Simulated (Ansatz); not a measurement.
Start from `FC(F)(F)C(F)(F)Br` and change one atom or group to get `FC(F)(F)C(F)(F)F`.

Ansatz, PBE0-D4/def2-TZVP geometries, multiplicity 1. 

Scalar relativity is left out up to krypton.

```json
{"property": "HOMO energy (PBE/def2-TZVPP) / eV", "`FC(F)(F)C(F)(F)Br`": "-7.82"}
{"property": "HOMO–LUMO gap (B3LYP/def2-TZVPP) / eV", "`FC(F)(F)C(F)(F)Br`": "7.65"}
{"property": "LUMO energy (PBE0/def2-TZVPP) / eV", "`FC(F)(F)C(F)(F)Br`": "-1.01"}
{"property": "HOMO energy (B3LYP/def2-TZVPP) / eV", "`FC(F)(F)C(F)(F)Br`": "-8.99"}
{"property": "HOMO energy (PBE0/def2-TZVPP) / eV", "`FC(F)(F)C(F)(F)Br`": "-9.26"}
{"property": "HOMO–LUMO gap (ωB97M-V/def2-TZVPP) / eV", "`FC(F)(F)C(F)(F)Br`": "12.73"}
```

(1) What does the change do to each property? (An estimate is asked.)

## Answers

(1) Computed: 
| property | `FC(F)(F)C(F)(F)F` | shift |
| --- | --- | --- |
| HOMO energy (PBE/def2-TZVPP) / eV | -9.41 | -1.59 |
| HOMO–LUMO gap (B3LYP/def2-TZVPP) / eV | 12.91 | 5.26 |
| LUMO energy (PBE0/def2-TZVPP) / eV | 2.16 | 3.17 |
| HOMO energy (B3LYP/def2-TZVPP) / eV | -11.13 | -2.14 |
| HOMO energy (PBE0/def2-TZVPP) / eV | -11.33 | -2.07 |
| HOMO–LUMO gap (ωB97M-V/def2-TZVPP) / eV | 18.04 | 5.31 |

With PBE0 the HOMO falls by 2.07 eV and the LUMO rises by 3.17 eV, so the gap widens by about 5.24 eV. PBE moves the HOMO by -1.59 eV and ωB97M-V by -2.17 eV.

B3LYP here is the variant with VWN-RPA as its local correlation; programs differ in this.

Spin–orbit coupling is left out; it splits and shifts lone-pair levels of the heavy atoms by tenths of an eV.
